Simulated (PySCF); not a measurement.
A structure optimised at B3LYP-D3(BJ)/def2-SVP, used in a PySCF frequency run:

```
B
O 1 1.3436
H 2 0.9701 1 113.87
Cl 1 1.7915 2 119.26 3 0.00
Si 1 2.0273 2 121.69 3 180.00
H 5 1.4926 1 112.19 2 0.00
H 5 1.4943 6 108.78 1 121.42
H 5 1.4943 6 108.78 7 117.15
```
Charge 0, spin multiplicity 1.

Question: Write its SMILES, formula and point group.

Answer: OB([SiH3])Cl, BClH4OSi, Cs

Question: What are its rotational constants (standard atomic weights)?

Answer: 6.1996, 2.6546, 1.8998 GHz
